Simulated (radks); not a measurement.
The nuclear charge of the tin ion Sn+ is varied continuously with 49 electrons held in [Kr] 4d10 5s2 5p1. Calculated with a radial shooting solver on a logarithmic mesh with Libxc functionals: non-relativistic Kohn-Sham, BLYP, spin-unpolarised, spherical densities, point nucleus; relativity is left out, which matters for an element this heavy. By the Hellmann-Feynman theorem dE/dZ = E(electron-nucleus)/Z, the electronic potential at the nucleus.

Z     E (hartree)  E(electron-nucleus)/Z (hartree)  HOMO  e(HOMO) (eV)  <r> HOMO (bohr)
49.5  -5883.00064                         -282.526    5p        -6.083            3.252
50    -6025.18924                         -286.227    5p       -10.240            2.934
50.5  -6169.22605                         -289.919    5p       -14.899            2.705
51    -6315.10697                         -293.604    5p       -20.007            2.526

The central difference of E at Z = 50 is -286.225 hartree, to compare with the third column; the second derivative is -7.39 hartree.
